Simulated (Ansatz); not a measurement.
Consider the cleavage of the Si–Si bond: `C[SiH]([SiH3])CF` + HCl → `C[SiH](Cl)CF` + SiH₄.

Program: Ansatz. Geometries: PBE0-D4/def2-TZVP. ΔE: electronic, gas phase. CCSD(T)/CBS is the MP2 limit (def2-TZVPP, def2-QZVPP) plus CCSD(T) − MP2 in def2-TZVPP, frozen cores. This one scheme is used for every species. DFT in def2-TZVPP. B3LYP here is the variant with VWN-RPA as its local correlation; programs differ in this. Each species was taken in one conformer, which may not be the lowest.

```json
{"level": "ωB97X-V", "ΔE (kcal/mol)": "-25.9"}
{"level": "B3LYP", "ΔE (kcal/mol)": "-26.4"}
{"level": "HF/def2-TZVPP", "ΔE (kcal/mol)": "-30.7"}
{"level": "SCS-MP2/def2-TZVPP", "ΔE (kcal/mol)": "-27.8"}
```

Question: What does CCSD(T)/CBS give? (Estimate.)

Answer: Computed: -25.8 kcal/mol. The listed levels differ from it by -0.1, -0.6, -4.9, -2.0 kcal/mol.

Largest T1 diagnostic among the species: 0.012.

The D4 term adds +0.9 kcal/mol with B3LYP and +0.6 kcal/mol with PBE0; it sums over pairs of atoms, weighted by their polarisabilities, and B3LYP, whose exchange is more repulsive, gets the larger term. In def2-TZVPP, CCSD(T) changes the Hartree–Fock value by +5.6 kcal/mol (the triples alone add +0.5 kcal/mol) and MP2 by +3.2 kcal/mol.
